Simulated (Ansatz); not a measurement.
Calculated with Ansatz (gas phase, PBE0-D4/def2-TZVP geometries, no zero-point term in ΔE). CCSD(T)/CBS is the MP2 limit (def2-TZVPP, def2-QZVPP) plus CCSD(T) − MP2 in def2-TZVPP, frozen cores. This one scheme is used for every species, atoms too. Functionals use def2-TZVPP. Open shells (•) are unrestricted, without spin–orbit coupling. Spin–orbit coupling would lower the free atoms: a little for C, F; clearly for Br, Ge. For Br, Ge outer-core shells are correlated without core-valence functions, so the limit isn't a true one: a few kJ/mol of doubt a bond, and 10 to 20 or more in all where bonds break to atoms. Scalar relativity is left out up to krypton.

`[CH3][GeH]([F])[Br]` → Br• + C• + F• + Ge• + 4 H•  (atomization)

```csv
species,r2SCAN0-D4 energy (Eh)
`[CH3][GeH]([F])[Br]`,-4791.54819
Br•,-2574.09413
C•,-37.83406
F•,-99.72093
Ge•,-2076.88736
H•,-0.49987
```

(1) Work out ΔE.

Largest T1 diagnostic among the species: 0.010.

Results:

(1) ΔE = 4 × (-0.49987) + (-2574.09413) + (-37.83406) + (-99.72093) + (-2076.88736) − (-4791.54819) = 1.01223 Eh = +27.54 eV. CCSD(T)/CBS gives +28.00 eV.

In def2-TZVPP, CCSD(T) changes the Hartree–Fock value by +6.74 eV (the triples alone add +0.40 eV) and MP2 by +7.20 eV; breaking electron pairs costs correlation energy, which Hartree–Fock lacks. From BLYP to BHLYP (50 % exact exchange), in def2-TZVPP and without D4, ΔE moves by −0.39 eV: exact exchange takes away binding that semilocal exchange gives to molecules.

For atomizations the MP2-based limit and the directly extrapolated one differ by several kJ/mol either way, and by 10 to 25 for some Ge, Se and Sn compounds, so smaller differences from it don't rank the levels.
